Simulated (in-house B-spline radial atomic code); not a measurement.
**RPA and G0W0 on r2SCAN0: Co⁴⁺**

Configuration [Ar] 3d5, highest spin, mean-field start r2SCAN0. Computed with a B-spline radial code for spherical atoms: all electrons, scalar-relativistic (spin-free one-electron X2C), finite nucleus, each spin shell either full or empty, empty states to l = 9 with an (l + 1/2)⁻⁴ tail; G0W0 by contour deformation at full frequency.

Command:
```bash
python run_gw.py task.json out
```
Settings (radii: box in bohr, nucleus in fm):
```
Z                        27
electrons                23
configuration            [Ar] 3d5
hamiltonian              x2c
method                   r2scan0
lmax                     9
rms_radius               3.7875
spin_polarised           True
box_radius               11.96
intervals                68
```

Time taken, with all properties: 3.5 s on 1 thread of Arm Neoverse N1, on a shared host.

Energies (hartree):

```tsv
term	value
mean-field total	-1389.18025
Hartree-Fock functional on these orbitals	-1388.12637
direct second order	-1.7154
second-order exchange	0.56331
SOSEX correction	0.52331
```

**Question.** What is the RPA correlation energy, and what remains with SOSEX?

**Answer.** RPA gives -1.5279 hartree (-1.81 eV per electron); RPA + SOSEX gives -1.0045, and the second-order doubles -1.1521 hartree (no singles). SOSEX takes back 34 % of the RPA value.

Quasi-particle levels (eV):

| level | occupied | mean field | Σx - vxc | Σc | QP weight | G0W0 |
| --- | --- | --- | --- | --- | --- | --- |
| 3d up | yes | -72.24 | -8.76 | ? | ? | ? |
| 3p down | yes | -125.14 | -8.09 | 0.69 | 0.948 | -132.54 |
| 3d down | no | -57.27 | 10.81 | -5.07 | 0.959 | -51.53 |

G0W0 = mean field + (Σx - vxc) + Σc, with Σc (partial-wave tail included) taken at the quasi-particle energy. Only the outer levels were computed. Levels of low weight are left out.

**Question.** Where does G0W0 put 3d up?

**Answer.** At -79.74 eV, with Σc = 1.26 eV and a quasi-particle weight of 0.955. The tabulated removal energy is 79.5 ± 0.2 eV (NIST, semi-empirical); the calculation leaves out spin-orbit coupling, Breit and QED terms, and what these don't explain is the method's own error.
